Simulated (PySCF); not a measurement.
AlCl2HSe, SMILES [Cl][Al]([Cl])[SeH]. Atoms are numbered in the order given.

```xyz
5

Al     0.0004     0.5455     0.0000
Cl     1.8256     1.5901     0.0000
Cl    -1.8100     1.6209     0.0000
Se     0.0347    -1.7614     0.0000
H     -1.4518    -1.7900     0.0000
```
Charge 0, spin multiplicity 1.

Geometry optimised at PBE-D3(BJ)/def2-SVP. One conformer was computed; it need not be the lowest.

All values below come from PBE-D3(BJ)/def2-SVP run with PySCF 2.14.0.

Frequencies are harmonic and unscaled.

Computed harmonic wavenumbers and intensities:
| mode | ν (cm⁻¹) | IR (km/mol) | moving atoms (share of kinetic energy) |
|---|---|---|---|
| 1 | 101 | 2.9 | Cl 62 %, Se 20 %, Al 16 % |
| 2 | 126 | 6.1 | Cl 72 %, Se 23 % |
| 3 | 177 | 19.7 | Al 82 %, Cl 15 % |
| 4 | 236 | 5.7 | H 98 % |
| 5 | 299 | 1.6 | Cl 62 %, Se 26 %, Al 11 % |
| 6 | 538 | 97.1 | Al 56 %, Cl 22 %, H 20 % |
| 7 | 553 | 69.6 | H 47 %, Al 30 %, Cl 19 % |
| 8 | 629 | 90.7 | Al 51 %, H 30 %, Cl 18 % |
| 9 | 2357 | 4.1 | H 99 % |
